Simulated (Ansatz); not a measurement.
A run for Ansatz (a quantum-chemistry and plane-wave program): R-B3LYP/def2-TZVPPD on CH6ClN (a complex), monomers drawn apart or pushed together. Files ending in .json are basis or fitting sets from the Basis Set Exchange.

Ansatz 0.2 input:
```yaml
crystal:
  periodic: [false, false, false]
  atoms:
    - {symbol: N, position_ang: [0.27941773, 0.08280984, 0.00810242]}
    - {symbol: H, position_ang: [0.43855938, 0.86483503, -0.61656779]}
    - {symbol: H, position_ang: [0.13857952, -0.73979550, -0.56683603]}
    - {symbol: H, position_ang: [-0.58876023, 0.26029502, 0.50291554]}
    - {symbol: C, position_ang: [0.67393480, 0.09673560, 3.13207775]}
    - {symbol: Cl, position_ang: [-1.09401121, 0.42178313, 2.99627775]}
    - {symbol: H, position_ang: [1.06301609, -0.00206753, 2.12239851]}
    - {symbol: H, position_ang: [1.12679371, 0.93463557, 3.65332629]}
    - {symbol: H, position_ang: [0.80057528, -0.82047778, 3.69913737]}
basis:
  gaussian:
    orbitals: def2-TZVPPD.json
hamiltonian:
  xc: {name: B3LYP}
scf: {lower_state_search: off}
```

Program output:

```
WARN ansatz: RAYON_NUM_THREADS=2 ignored (pool sized by the plan → 2); use --threads N
Functional definition: B3LYP
these checks for a lower state are left out or cut short: stability, starts, cluster_reference, orbital_swaps, neighbouring_geometries, increment
integrals: 0.12 GiB planned
1041 factors; their error is unknown
mean field: 1.17 GiB planned
mean field evaluation 1: about -15140.0323 eV, gradient 7.1e1 eV
mean field evaluation 2: about -15125.9534 eV, gradient 1.0e2 eV
mean field evaluation 4: about -15149.9219 eV, gradient 4.9e0 eV
mean field evaluation 8: about -15149.9726 eV, gradient 2.4e-1 eV
mean field evaluation 16: about -15149.9867 eV, gradient 1.3e-4 eV
mean field -15149.98673150 eV, -556.7517433528 hartree, gradient 4.8e-6 eV, S^2 0.000000; 0 other end points of the search recorded, 0 dependent functions left out
reference -15149.98701343 eV, -556.7517537135 hartree; 18, 18 occupied and 209, 209 virtual orbitals, 1041 factors
Total energy: -15149.98701343 eV, -556.7517537135 hartree
Checks for a lower state left out: stability, starts, cluster_reference, orbital_swaps, neighbouring_geometries, increment
```

Self-consistency was reached.

Cost: very roughly 4 core-seconds.
